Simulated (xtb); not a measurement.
C4H8BN, SMILES B1(CC=CC1)N. All values are semi-empirical tight-binding results from xtb (GFN2-xTB unless named), good for trends rather than for accurate numbers. The structure is a stationary point at GFN2-xTB. The structure was generated by enumeration, and PubChem lists no compound with its InChIKey, so it may never have been made. The values are those of a single conformer.

The point group as xtb finds it is C2v. The orbital gap comes out as 5.20 eV, the dipole moment comes out as 2.45 D and the zero-point energy is 72.9 kcal/mol. The G − E(el) at 298.15 K (modified RRHO) comes out as 54.9 kcal/mol and the static polarisability (D4 model) comes out as 65.5 bohr³. The solvation energy, GFN2-xTB/ALPB(water) comes out as -3.6 kcal/mol and the solvation energy, GFN2-xTB/ALPB(acetone) is -6.8 kcal/mol.

Computed IR lines (harmonic; lines under 4 % of the strongest left out, lines within 3 cm⁻¹ merged):
ν (cm⁻¹): 598 (vs), 715 (m), 878 (m), 1008 (w), 1107 (w), 1128 (s), 1311 (w), 1435 (vs), 1455 (w), 1547 (vs), 1702 (w), 2932 (s), 2962 (s), 3063 (m), 3080 (s) (against the strongest line: vs over 80 %, s over 45 %, m over 15 %, w over 4 %, vw less)
